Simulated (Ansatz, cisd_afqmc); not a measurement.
System: P, charge 0, quartet.

Total energies in aug-cc-pV(Q+d)Z, 5 correlated electrons, 5 frozen orbitals. UHF or UKS for unpaired electrons; spin-orbit terms are left out. Cores are frozen in correlated methods. No relativity. AFQMC is phaseless with a CISD trial state; ± is one standard error, without the phaseless bias. Outlying blocks are dropped, and bars are widened where a walk drifts. Over all cases where full CI ran beside it in this data, AFQMC minus full CI had a median of +0.1 mEh and passed +0.4 mEh in a tenth of the cases.

```tsv
method	program	energy (Eh)	minus CCSDT(Q) (mEh)
HF	Ansatz	-340.71874	110.80
MP2	Ansatz	-340.80834	21.20
CCSD	Ansatz	-340.82398	5.56
CCSD(T)	Ansatz	-340.82863	0.91
CCSDT(Q)	Ansatz	-340.82954	0.00
AFQMC/CISD	cisd_afqmc	-340.8293 ± 0.0003	0.3 ± 0.3
```

Ansatz is a first-principles code.
